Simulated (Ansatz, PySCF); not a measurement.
Dimer: HF (SMILES F) (first 2 atoms) with C2H4 (SMILES C=C); geometry from B3LYP-D3(BJ)/def2-TZVP, rigid monomers moved along the line of their centres of mass till H2···C3 is 2.02 Å.
(charge 0, multiplicity 1):
```json
[
 {"atom": "F", "x (Å)": "-0.2339", "y (Å)": "0.8565", "z (Å)": "0.5851"},
 {"atom": "H", "x (Å)": "-0.1684", "y (Å)": "0.5554", "z (Å)": "1.4687"},
 {"atom": "C", "x (Å)": "-0.5589", "y (Å)": "0.3195", "z (Å)": "3.4318"},
 {"atom": "C", "x (Å)": "0.4832", "y (Å)": "-0.4344", "z (Å)": "3.0990"},
 {"atom": "H", "x (Å)": "-0.4363", "y (Å)": "1.3392", "z (Å)": "3.7765"},
 {"atom": "H", "x (Å)": "-1.5732", "y (Å)": "-0.0575", "z (Å)": "3.3808"},
 {"atom": "H", "x (Å)": "0.3611", "y (Å)": "-1.4571", "z (Å)": "2.7631"},
 {"atom": "H", "x (Å)": "1.4981", "y (Å)": "-0.0603", "z (Å)": "3.1588"}
]
```

Monomers are frozen at their geometry in the pair; levels with a basis set take the counterpoise correction. Rows marked so take none.

Frozen-core correlation. CBS: X⁻³ extrapolation of the correlation energy, Hartree–Fock from the larger set. Rows in 3-21G, 6-311+G**, 6-31G* carry no dispersion term and start afresh at each structure (6-31G* with six Cartesian d functions). MP2/6-31G* freezes PySCF's default core.

Codes used: Ansatz (Gaussian basis) for Hartree–Fock, density functionals and correlated methods; PySCF for 3-21G rows, 6-311+G** rows, 6-31G* rows, the dispersion terms. 

Other levels give for the interaction energy: PBE/def2-TZVPPD -195.8; B3LYP/def2-TZVPPD -140.5; B3LYP-D3(BJ)/def2-TZVPPD -195.5; wB97M-V/def2-TZVPPD -183.2; MP2/CBS(aug-cc-pVDZ, aug-cc-pVTZ) + ΔCCSD(T)/aug-cc-pVDZ -156.2 meV.

Q: What do these common cheap choices give for the same quantity: HF/3-21G (no counterpoise), HF/6-31G* (no counterpoise), BP86/6-31G* (no counterpoise), B3LYP/3-21G (no counterpoise), B3LYP/6-31G* (no counterpoise), B3LYP/6-311+G** (no counterpoise), M06-2X/6-31G* (no counterpoise), MP2/6-31G*?

A: HF/3-21G (no counterpoise) -81.6; HF/6-31G* (no counterpoise) -68.0; BP86/6-31G* (no counterpoise) -187.4; B3LYP/3-21G (no counterpoise) -203.0; B3LYP/6-31G* (no counterpoise) -194.0; B3LYP/6-311+G** (no counterpoise) -155.1; M06-2X/6-31G* (no counterpoise) -208.9; MP2/6-31G* -35.8 meV. They span -208.9 to -35.8 meV.

Ansatz is a program for electronic structure.
